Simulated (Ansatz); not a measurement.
Isolated molecules relaxed with PBE0-D4/def2-TZVP in Ansatz; ΔE leaves out vibrations. CCSD(T)/CBS adds triple-zeta CCSD(T) − MP2 to the extrapolated MP2 energy (def2 sets, frozen cores). This one scheme is used for every species. Functionals use def2-TZVPP. B3LYP here is the variant with VWN-RPA as its local correlation; programs differ in this. One conformer a species, not always the lowest.

Consider the ligand exchange at the Si–C bond: `N=C[SiH](N)F` + CH₃SH → `CS[SiH](N)F` + `C=N`.

```csv
level,ΔE (kcal/mol)
ωB97M-V,-16.8
B3LYP,-15.9
```

What does CCSD(T)/CBS give? (An estimate is asked.)

The calculation gave: -17.3 kcal/mol. The listed levels differ from it by 0.5, 1.4 kcal/mol.

Largest T1 diagnostic among the species: 0.012.

The D4 term adds −1.0 kcal/mol with B3LYP and −0.5 kcal/mol with PBE0; it sums over pairs of atoms, weighted by their polarisabilities, and B3LYP, whose exchange is more repulsive, gets the larger term.
